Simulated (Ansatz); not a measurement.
Frontier orbitals of Cl3H2NSi, SMILES `N[Si](Cl)(Cl)Cl`.

Total charge 0; spin multiplicity 1. The structure was optimised at the PBE0-D4/def2-TZVP level. It is one conformer, not always the lowest. Basis def2-TZVPP, the Gaussian-basis code of Ansatz.

| functional | HOMO (eV) | LUMO (eV) | gap (eV) |
| --- | --- | --- | --- |
| PBE | -6.86 | -0.78 | 6.08 |
| PBE0 | -8.35 | 0.23 | 8.58 |
| HSE06 (plane-wave form) | -7.94 | -0.15 | 7.79 |
| ωB97X-V | -10.82 | 2.37 | 13.19 |
| ωB97M-V | -10.68 | 1.98 | 12.66 |

From PBE to PBE0 the HOMO moves by −1.49 eV and the LUMO by +1.01 eV, and with ωB97M-V by −3.82 and +2.75 eV, so the gap grows from 6.08 to 12.66 eV with exact exchange. A positive LUMO is unbound and depends on the basis.
